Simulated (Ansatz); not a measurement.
C₂H₆BO₂ (SMILES CO[B]OC), doublet, at a GFN2-xTB geometry; B3LYP/STO-3G (Ansatz, an electronic-structure program).

Input for Ansatz:
Ansatz 0.2 input:
```yaml
crystal:
  periodic: [false, false, false]
  atoms:
    - {symbol: C, position_ang: [1.94644984, 0.59799842, 0.28473261]}
    - {symbol: O, position_ang: [1.31633345, -0.63390703, -0.07185778]}
    - {symbol: B, position_ang: [0.00332445, -0.81834504, -0.20905919]}
    - {symbol: O, position_ang: [-0.87585325, 0.20696569, -0.01806442]}
    - {symbol: C, position_ang: [-2.27167056, 0.13785852, -0.11124569]}
    - {symbol: H, position_ang: [1.20515373, 1.38947060, 0.39223415]}
    - {symbol: H, position_ang: [2.47657843, 0.45150328, 1.22710755]}
    - {symbol: H, position_ang: [2.65933104, 0.85508520, -0.50002597]}
    - {symbol: H, position_ang: [-2.70255446, -0.03000945, 0.88069122]}
    - {symbol: H, position_ang: [-2.63289766, 1.09321993, -0.49828473]}
    - {symbol: H, position_ang: [-2.59475070, -0.66715519, -0.77797028]}
basis:
  gaussian:
    orbitals: STO-3G
hamiltonian:
  xc: b3lyp
magnetization: {spin_polarized: true, initial_magnetization: 1}
accuracy: high
```

Problem. Predict the main parts of the log of this Ansatz run.

Solution. 
```
Functional definition: B3LYP
623 factors; integrals over basis functions are off by at most 4.6e-9 eV
mean field evaluation 1: about -6850.1888 eV, gradient 1.1e1 eV
mean field evaluation 2: about -6850.3024 eV, gradient 1.1e1 eV
mean field evaluation 4: about -6850.9921 eV, gradient 8.0e-1 eV
mean field evaluation 8: about -6850.9488 eV, gradient 1.5e-2 eV
mean field evaluation 16: about -6850.9488 eV, gradient 2.4e-6 eV
mean field -6850.94877707 eV, -251.7677238176 hartree, gradient 5.1e-8 eV, S^2 0.752509; 0 other end points of the search recorded, 0 dependent functions left out
reference -6850.94881404 eV, -251.7677251762 hartree; 20, 19 occupied and 11, 12 virtual orbitals, 623 factors
Total energy: -6850.94881404 eV, -251.7677251762 hartree
```
